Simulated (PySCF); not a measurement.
Ge(H)(F)2(Et) (C2H6F2Ge), SMILES C[CH2][GeH]([F])[F]. Heavy atoms are numbered as in [GeH:1]([F:2])([F:3])[CH2:4][CH3:5]. Hydrogens are named by the atom that carries them.

The structure is a stationary point at ωB97X-D3(BJ)/def2-SVP. The values are those of a single conformer.

Method: r2SCAN/def2-TZVP (PySCF).

ESP charges are fitted to the potential on shells at 1.4 to 2.0 van der Waals radii. Atomic charges (e), one atom of each kind:

```tsv
atom	ESP fit	Mulliken
Ge1 (GeH)	0.62	0.78
F2	-0.30	-0.38
C4 (CH2)	-0.15	-0.30
C5 (CH3)	-0.21	-0.35
H on Ge1	-0.06	0.00
H on C4	0.07	0.12
H on C5	0.09	0.13
```
